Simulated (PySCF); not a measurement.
**Potential energy of AuBr along the bond**

Set-up: PySCF, scalar-relativistic core potentials, basis sets Au cc-pVDZ-PP with ECP60, Br cc-pVDZ-PP with ECP10. Energies in eV from Au (5d10 6s1) + Br in their ground configurations at the same level. All curves are PBE0. state 1: ¹Σ⁺ (singlet), closed shell; state 2: ³Π (triplet), unpaired electrons σ ↑, π ↑, a second solution, started from another occupation.

```tsv
R (Å)	state 1	state 2
2.039	-1.416	1.0584
2.134	-2.107	0.2744
2.229	-2.462	-0.1798
2.300	-2.579	-0.3738
2.371	-2.604	-0.4802
2.442	-2.564	-0.5252
2.537	-2.443	-0.5221
2.655	-2.225	-0.4618
2.798	-1.918	-0.3598
2.987	-1.492	-0.2356
```

Q: Put a parabola through the three lowest points of the state 1 curve and estimate Re, k and ωe (reduced mass 56.34 u; 1 eV/Å² = 0.16022 mdyn/Å; ωe = 1302.8·√(k/μ) cm⁻¹).

A: Through R = 2.3, 2.371, 2.442 Å the second-order coefficient is 6.45 eV/Å², so Re ≈ 2.363 Å, k ≈ 2.07 mdyn/Å and ωe ≈ 249 cm⁻¹. A polynomial fit of higher order to the unrounded PBE0 energies gives Re = 2.360 Å, k = 2.15 mdyn/Å, ωe = 255 cm⁻¹; anharmonicity and rounding make the difference.

The higher-order fit for each curve: state 1: Re = 2.360 Å, ωe = 255 cm⁻¹, De = 2.60 eV; state 2: Re = 2.482 Å, ωe = 178 cm⁻¹, minimum 0.53 eV below the ground-state fragments.

Spin–orbit coupling is left out, which matters for elements this heavy, above all for dissociation energies. Counting both spins, an empty level lies below a filled one in some of these solutions, because spin and occupation are held.
